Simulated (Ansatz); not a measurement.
A short molecular-dynamics run on C4H12AuOP, SMILES `C[O][Au-][P+](C)(C)C`.

```yaml
crystal:
  periodic: [false, false, false]
  atoms:
    - {symbol: C, position_ang: [3.906965, -0.695858, 1.286883]}
    - {symbol: O, position_ang: [2.701563, -1.383503, 1.392132]}
    - {symbol: Au, position_ang: [1.040433, -0.658552, 0.606822]}
    - {symbol: P, position_ang: [-0.875898, 0.064160, -0.236178]}
    - {symbol: C, position_ang: [-0.830411, 0.458720, -2.008441]}
    - {symbol: C, position_ang: [-2.262189, -1.100963, -0.095766]}
    - {symbol: C, position_ang: [-1.522486, 1.585539, 0.516517]}
    - {symbol: H, position_ang: [4.236733, -0.546860, 0.246003]}
    - {symbol: H, position_ang: [3.887727, 0.297119, 1.764371]}
    - {symbol: H, position_ang: [4.692208, -1.277417, 1.790636]}
    - {symbol: H, position_ang: [-0.544936, -0.432529, -2.568907]}
    - {symbol: H, position_ang: [-1.802534, 0.813522, -2.359132]}
    - {symbol: H, position_ang: [-0.077746, 1.227696, -2.188078]}
    - {symbol: H, position_ang: [-3.173534, -0.683703, -0.530712]}
    - {symbol: H, position_ang: [-2.007194, -2.029104, -0.609095]}
    - {symbol: H, position_ang: [-2.435246, -1.331545, 0.956323]}
    - {symbol: H, position_ang: [-0.788728, 2.384710, 0.402401]}
    - {symbol: H, position_ang: [-1.680957, 1.420854, 1.583165]}
    - {symbol: H, position_ang: [-2.463740, 1.887713, 0.051049]}
basis:
  gaussian: {orbitals: def2-SVP}
hamiltonian: {xc: {name: r2SCAN}}
md: {timestep: 0.5 fs, n_steps: 20, ensemble: nvt_langevin, temperature: 1000, initial_velocities: maxwell_boltzmann, friction: 0.01, seed: 139}
```

```sh
$ ansatz run in.yaml --threads 4 --pin off --events-out ev --progress --plain --max-ram 66560MiB --backend cuda --devices 0, --max-vram 37GiB
```

| step | time (fs) | potential energy (eV) | kinetic (eV) | T (K) | conserved (eV) |
| --- | --- | --- | --- | --- | --- |
| 0 | 0.0 | -19363.9342 | 2.3267 | 947 | – |
| 1 | 0.5 | -19363.9079 | 2.3114 | 941 | – |
| 2 | 1.0 | -19363.8139 | 2.2390 | 912 | – |
| 3 | 1.5 | -19363.6715 | 2.0097 | 818 | – |
| 4 | 2.0 | -19363.5067 | 1.8268 | 744 | – |
| 5 | 2.5 | -19363.3388 | 1.6921 | 689 | – |
| 6 | 3.0 | -19363.1845 | 1.5998 | 651 | – |
| 7 | 3.5 | -19363.0565 | 1.4987 | 610 | – |
| 8 | 4.0 | -19362.9617 | 1.4483 | 590 | – |
| 9 | 4.5 | -19362.8910 | 1.4901 | 607 | – |
| 10 | 5.0 | -19362.8339 | 1.4204 | 578 | – |
| 11 | 5.5 | -19362.7876 | 1.3992 | 570 | – |
| 12 | 6.0 | -19362.7610 | 1.3117 | 534 | – |
| 13 | 6.5 | -19362.7544 | 1.3275 | 541 | – |
| 14 | 7.0 | -19362.7549 | 1.2704 | 517 | – |
| 15 | 7.5 | -19362.7565 | 1.2896 | 525 | – |
| 16 | 8.0 | -19362.7547 | 1.2860 | 524 | – |
| 17 | 8.5 | -19362.7626 | 1.2643 | 515 | – |
| 18 | 9.0 | -19362.7968 | 1.2877 | 524 | – |
| 19 | 9.5 | -19362.8618 | 1.3498 | 550 | – |
| 20 | 10.0 | -19362.9432 | 1.3953 | 568 | – |

Velocities are drawn at the set temperature; a run this short doesn't reach equilibrium.

Frames (Å, forces in eV/Å):

```xyz
19
time=0.0 fs
C     3.907   -0.696    1.287   -0.296   -0.153    0.016
O     2.702   -1.384    1.392   -0.044   -0.146    0.073
Au    1.040   -0.659    0.607    0.156   -0.032    0.053
P    -0.876    0.064   -0.236    0.034   -0.044    0.031
C    -0.830    0.459   -2.008   -0.006   -0.005    0.038
C    -2.262   -1.101   -0.096    0.025    0.033   -0.008
C    -1.522    1.586    0.517    0.006   -0.030   -0.022
H     4.237   -0.547    0.246    0.159    0.070   -0.299
H     3.888    0.297    1.764    0.059    0.312    0.137
H     4.692   -1.277    1.791    0.258   -0.138    0.136
H    -0.545   -0.433   -2.569    0.089   -0.255   -0.175
H    -1.803    0.814   -2.359   -0.282    0.108   -0.113
H    -0.078    1.228   -2.188    0.224    0.222   -0.067
H    -3.174   -0.684   -0.531   -0.276    0.111   -0.125
H    -2.007   -2.029   -0.609    0.065   -0.280   -0.145
H    -2.435   -1.332    0.956   -0.059   -0.079    0.306
H    -0.789    2.385    0.402    0.211    0.242   -0.022
H    -1.681    1.421    1.583   -0.045   -0.035    0.316
H    -2.464    1.888    0.051   -0.278    0.100   -0.131
19
time=1.0 fs
C     3.911   -0.694    1.300    0.261   -0.954   -0.601
O     2.710   -1.376    1.385   -0.416   -0.277    0.143
Au    1.039   -0.658    0.607    0.238    0.000    0.065
P    -0.875    0.066   -0.239    0.134   -0.049   -0.015
C    -0.833    0.461   -2.004    0.426   -0.094   -0.464
C    -2.249   -1.118   -0.094   -1.727    1.777    0.409
C    -1.520    1.586    0.499   -0.057    0.324    0.386
H     4.272   -0.600    0.248    0.000    0.339    0.110
H     3.891    0.280    1.781    0.129    0.805    0.202
H     4.695   -1.296    1.799    0.082    0.030    0.189
H    -0.535   -0.452   -2.555    0.036    0.316    0.018
H    -1.825    0.768   -2.337   -0.354    0.124   -0.171
H    -0.117    1.284   -2.216   -0.129   -0.370    0.086
H    -3.223   -0.701   -0.530    1.101   -0.357    0.342
H    -2.005   -2.015   -0.615    0.280   -1.207   -0.308
H    -2.439   -1.261    0.989    0.149   -0.386   -0.320
H    -0.788    2.412    0.394   -0.269   -0.221    0.010
H    -1.705    1.411    1.563    0.216    0.004    0.300
H    -2.498    1.856    0.086   -0.099    0.196   -0.384
19
time=2.0 fs
C     3.914   -0.694    1.311    0.915   -1.485   -0.927
O     2.719   -1.370    1.378   -0.750   -0.375    0.195
Au    1.038   -0.658    0.607    0.316    0.024    0.077
P    -0.874    0.067   -0.241    0.204   -0.077   -0.111
C    -0.834    0.464   -2.001    0.407    0.139   -0.877
C    -2.236   -1.136   -0.094   -2.808    2.977    0.917
C    -1.519    1.587    0.484   -0.371    0.572    0.676
H     4.309   -0.650    0.253   -0.182    0.617    0.428
H     3.896    0.273    1.800    0.197    0.908    0.126
H     4.702   -1.318    1.805   -0.193    0.277    0.208
H    -0.529   -0.468   -2.538    0.054    0.660    0.051
H    -1.855    0.722   -2.320   -0.059    0.073   -0.113
H    -0.154    1.338   -2.241   -0.450   -0.989    0.240
H    -3.260   -0.721   -0.528    1.908   -0.562    0.541
H    -2.006   -2.014   -0.626    0.417   -1.763   -0.328
H    -2.444   -1.194    1.015    0.336   -0.747   -0.898
H    -0.787    2.435    0.385   -0.656   -0.584    0.036
H    -1.727    1.397    1.546    0.451    0.073    0.285
H    -2.533    1.824    0.115    0.264    0.262   -0.526
19
time=3.0 fs
C     3.917   -0.696    1.322    1.533   -1.638   -0.996
O     2.728   -1.365    1.371   -1.125   -0.468    0.240
Au    1.037   -0.657    0.607    0.413    0.045    0.095
P    -0.873    0.069   -0.242    0.231   -0.097   -0.191
C    -0.835    0.465   -1.998   -0.050    0.414   -1.199
C    -2.225   -1.152   -0.091   -3.174    3.288    0.934
C    -1.518    1.589    0.470   -0.844    0.568    1.054
H     4.343   -0.698    0.262   -0.323    0.883    0.633
H     3.906    0.276    1.820    0.257    0.648   -0.093
H     4.709   -1.342    1.812   -0.433    0.519    0.229
H    -0.526   -0.479   -2.517    0.134    0.816   -0.039
H    -1.887    0.681   -2.308    0.456    0.011    0.014
H    -0.192    1.384   -2.260   -0.593   -1.451    0.349
H    -3.277   -0.748   -0.515    2.215   -0.558    0.499
H    -2.003   -2.029   -0.642    0.390   -1.612   -0.006
H    -2.446   -1.137    1.027    0.471   -1.117   -1.098
H    -0.792    2.452    0.380   -0.829   -0.744    0.030
H    -1.740    1.380    1.533    0.647    0.176    0.175
H    -2.564    1.796    0.140    0.625    0.318   -0.629
19
time=4.0 fs
C     3.922   -0.699    1.332    1.897   -1.487   -0.822
O     2.737   -1.359    1.364   -1.446   -0.545    0.262
Au    1.036   -0.656    0.607    0.530    0.057    0.122
P    -0.871    0.069   -0.243    0.234   -0.113   -0.315
C    -0.834    0.468   -1.997   -0.699    0.477   -1.314
C    -2.217   -1.167   -0.088   -2.982    2.775    0.451
C    -1.517    1.592    0.455   -1.484    0.254    1.384
H     4.373   -0.740    0.278   -0.379    1.103    0.669
H     3.915    0.284    1.841    0.311    0.213   -0.385
H     4.711   -1.361    1.826   -0.560    0.665    0.270
H    -0.525   -0.480   -2.500    0.251    0.787   -0.194
H    -1.915    0.641   -2.295    0.887    0.010    0.103
H    -0.238    1.414   -2.278   -0.503   -1.581    0.393
H    -3.277   -0.782   -0.497    2.172   -0.431    0.341
H    -1.998   -2.064   -0.657    0.243   -0.820    0.631
H    -2.440   -1.095    1.028    0.522   -1.408   -1.006
H    -0.808    2.459    0.373   -0.698   -0.593   -0.005
H    -1.744    1.362    1.519    0.759    0.293    0.099
H    -2.589    1.775    0.157    0.945    0.345   -0.683
19
time=5.0 fs
C     3.932   -0.705    1.341    1.947   -1.114   -0.521
O     2.745   -1.355    1.358   -1.648   -0.568    0.246
Au    1.035   -0.656    0.607    0.664    0.064    0.152
P    -0.868    0.068   -0.244    0.196   -0.116   -0.458
C    -0.834    0.472   -1.996   -1.310    0.290   -1.202
C    -2.211   -1.180   -0.082   -2.300    1.815   -0.197
C    -1.516    1.594    0.441   -2.306   -0.290    1.660
H     4.402   -0.771    0.297   -0.374    1.221    0.610
H     3.924    0.297    1.858    0.348   -0.289   -0.674
H     4.706   -1.374    1.849   -0.539    0.703    0.314
H    -0.522   -0.471   -2.486    0.402    0.620   -0.394
H    -1.933    0.599   -2.281    1.068    0.075    0.129
H    -0.293    1.432   -2.292   -0.232   -1.401    0.358
H    -3.258   -0.824   -0.477    1.745   -0.174    0.080
H    -1.985   -2.108   -0.666    0.064    0.165    1.306
H    -2.429   -1.070    1.025    0.513   -1.576   -0.714
H    -0.837    2.462    0.361   -0.331   -0.190   -0.041
H    -1.739    1.343    1.505    0.825    0.427    0.048
H    -2.613    1.756    0.172    1.267    0.337   -0.703
19
time=6.0 fs
C     3.944   -0.710    1.350    1.661   -0.683   -0.368
O     2.750   -1.352    1.352   -1.686   -0.523    0.209
Au    1.034   -0.655    0.607    0.791    0.074    0.173
P    -0.865    0.067   -0.246    0.114   -0.124   -0.568
C    -0.836    0.477   -1.995   -1.767   -0.088   -0.949
C    -2.209   -1.191   -0.075   -1.254    0.992   -0.693
C    -1.517    1.595    0.427   -2.939   -0.839    1.831
H     4.430   -0.793    0.317   -0.359    1.253    0.519
H     3.936    0.310    1.864    0.359   -0.656   -0.847
H     4.691   -1.378    1.874   -0.322    0.564    0.452
H    -0.518   -0.456   -2.473    0.607    0.285   -0.648
H    -1.936    0.557   -2.278    0.960    0.178    0.140
H    -0.346    1.435   -2.302    0.146   -0.905    0.242
H    -3.226   -0.867   -0.460    0.950    0.161   -0.275
H    -1.971   -2.149   -0.663   -0.049    0.838    1.721
H    -2.416   -1.059    1.017    0.456   -1.637   -0.253
H    -0.872    2.466    0.345    0.077    0.246   -0.082
H    -1.725    1.324    1.490    0.807    0.548    0.103
H    -2.630    1.739    0.180    1.447    0.317   -0.705
19
time=7.0 fs
C     3.957   -0.717    1.360    1.165   -0.185   -0.386
O     2.755   -1.349    1.348   -1.682   -0.468    0.165
Au    1.033   -0.654    0.607    0.918    0.084    0.188
P    -0.862    0.066   -0.248    0.031   -0.114   -0.651
C    -0.839    0.481   -1.994   -1.930   -0.478   -0.676
C    -2.207   -1.203   -0.069    0.264    0.365   -0.898
C    -1.521    1.595    0.415   -2.962   -1.255    1.889
H     4.454   -0.805    0.338   -0.303    1.196    0.398
H     3.951    0.318    1.862    0.341   -0.868   -0.895
H     4.669   -1.377    1.900    0.056    0.279    0.672
H    -0.509   -0.437   -2.464    0.790   -0.063   -0.871
H    -1.931    0.519   -2.279    0.650    0.268    0.107
H    -0.390    1.433   -2.312    0.458   -0.369    0.133
H    -3.182   -0.906   -0.444   -0.380    0.606   -0.824
H    -1.956   -2.176   -0.643   -0.071    1.083    1.801
H    -2.401   -1.064    1.004    0.361   -1.579    0.417
H    -0.910    2.474    0.330    0.447    0.593   -0.140
H    -1.696    1.310    1.473    0.666    0.617    0.284
H    -2.627    1.730    0.180    1.182    0.289   -0.715
19
time=8.0 fs
C     3.971   -0.725    1.370    0.549    0.145   -0.423
O     2.758   -1.347    1.344   -1.568   -0.390    0.133
Au    1.032   -0.653    0.607    1.036    0.101    0.201
P    -0.858    0.065   -0.250   -0.049   -0.073   -0.726
C    -0.845    0.486   -1.996   -1.655   -1.020   -0.347
C    -2.204   -1.213   -0.065    1.950    0.017   -0.834
C    -1.527    1.595    0.403   -2.526   -1.551    1.908
H     4.476   -0.810    0.366   -0.176    1.085    0.092
H     3.971    0.315    1.854    0.281   -0.818   -0.794
H     4.652   -1.375    1.923    0.422   -0.074    0.939
H    -0.496   -0.420   -2.461    0.893   -0.268   -0.989
H    -1.916    0.488   -2.276    0.003    0.317   -0.031
H    -0.428    1.428   -2.325    0.738    0.220    0.016
H    -3.140   -0.935   -0.430   -1.965    1.077   -1.449
H    -1.945   -2.187   -0.612    0.005    0.924    1.592
H    -2.382   -1.086    0.990    0.238   -1.430    1.152
H    -0.949    2.485    0.316    0.749    0.831   -0.197
H    -1.662    1.300    1.457    0.475    0.659    0.495
H    -2.613    1.726    0.172    0.599    0.249   -0.736
19
time=9.0 fs
C     3.984   -0.732    1.379    0.042    0.086   -0.588
O     2.760   -1.348    1.341   -1.424   -0.265    0.098
Au    1.031   -0.652    0.607    1.159    0.112    0.226
P    -0.854    0.065   -0.252   -0.114   -0.050   -0.821
C    -0.852    0.487   -1.999   -0.903   -1.545   -0.065
C    -2.199   -1.223   -0.061    2.803    0.239   -0.664
C    -1.535    1.595    0.392   -1.592   -1.509    1.947
H     4.494   -0.808    0.389   -0.054    0.922   -0.145
H     3.997    0.300    1.840    0.173   -0.455   -0.538
H     4.636   -1.376    1.947    0.704   -0.342    1.107
H    -0.474   -0.405   -2.469    0.861   -0.258   -0.951
H    -1.898    0.458   -2.270   -0.879    0.302   -0.266
H    -0.461    1.423   -2.337    0.898    0.678   -0.062
H    -3.113   -0.958   -0.432   -2.846    1.314   -1.734
H    -1.938   -2.186   -0.568    0.221    0.363    1.118
H    -2.359   -1.118    0.982    0.083   -1.228    1.708
H    -0.984    2.503    0.300    0.842    0.749   -0.241
H    -1.624    1.299    1.445    0.262    0.674    0.644
H    -2.594    1.725    0.161   -0.235    0.212   -0.772
19
time=10.0 fs
C     3.996   -0.738    1.388   -0.264   -0.495   -0.714
O     2.761   -1.350    1.337   -1.202   -0.135    0.098
Au    1.031   -0.651    0.607    1.265    0.131    0.244
P    -0.850    0.066   -0.255   -0.194   -0.089   -0.831
C    -0.860    0.485   -2.003   -0.057   -1.684    0.028
C    -2.192   -1.234   -0.059    2.100    1.430    0.034
C    -1.544    1.594    0.384   -0.270   -1.061    1.922
H     4.506   -0.802    0.408    0.083    0.721   -0.314
H     4.020    0.279    1.818    0.067    0.198   -0.150
H     4.630   -1.380    1.979    0.704   -0.351    1.006
H    -0.447   -0.393   -2.478    0.732   -0.156   -0.861
H    -1.889    0.432   -2.261   -1.575    0.223   -0.492
H    -0.488    1.426   -2.348    0.866    0.757   -0.023
H    -3.112   -0.974   -0.448   -2.385    1.120   -1.408
H    -1.933   -2.178   -0.510    0.593   -0.744    0.343
H    -2.337   -1.160    0.995   -0.002   -0.995    1.399
H    -1.010    2.526    0.283    0.690    0.278   -0.253
H    -1.583    1.305    1.436    0.016    0.661    0.763
H    -2.575    1.725    0.141   -1.168    0.193   -0.790
```

It took 64 s on 4 threads of an AMD EPYC 7R13 on a shared host and a share of an NVIDIA H100 80 GB, with 0.88 GiB of host memory at the peak.
